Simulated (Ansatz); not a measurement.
`C[SiH](C)[SnH3]` and `C[SiH](C)NP` differ in one atom or group.

Ansatz, PBE0-D4/def2-TZVP geometries, multiplicity 1. Each molecule was computed in one conformer, which needn't be the lowest.

Elements past krypton have def2 core potentials.

| property | `C[SiH](C)[SnH3]` |
| --- | --- |
| LUMO energy (PBE0/def2-TZVPP) / eV | 0.23 |
| LUMO energy (ωB97M-V/def2-TZVPP) / eV | 1.68 |
| HOMO energy (B3LYP/def2-TZVPP) / eV | -7.24 |
| size of the dipole moment (PBE/def2-TZVPP) / D | 1.68 |
| HOMO–LUMO gap (ωB97M-V/def2-TZVPP) / eV | 11.09 |
| size of the dipole moment (B3LYP/def2-TZVPP) / D | 1.68 |

(1) Give the same properties after the change, and the shifts. (Estimate.)

## Answers

(1) The calculation gave: 
```csv
property,`C[SiH](C)NP`,shift
LUMO energy (PBE0/def2-TZVPP) / eV,0.33,0.10
LUMO energy (ωB97M-V/def2-TZVPP) / eV,2.00,0.32
HOMO energy (B3LYP/def2-TZVPP) / eV,-6.90,0.34
size of the dipole moment (PBE/def2-TZVPP) / D,1.52,-0.16
HOMO–LUMO gap (ωB97M-V/def2-TZVPP) / eV,11.32,0.23
size of the dipole moment (B3LYP/def2-TZVPP) / D,1.42,-0.26
```

With PBE0 the HOMO rises by 0.31 eV and the LUMO rises by 0.10 eV, so the gap narrows by about 0.21 eV. PBE moves the HOMO by 0.46 eV and ωB97M-V by 0.09 eV. Dipoles are sizes alone; their direction can turn.

B3LYP here is the variant with VWN-RPA as its local correlation; programs differ in this.
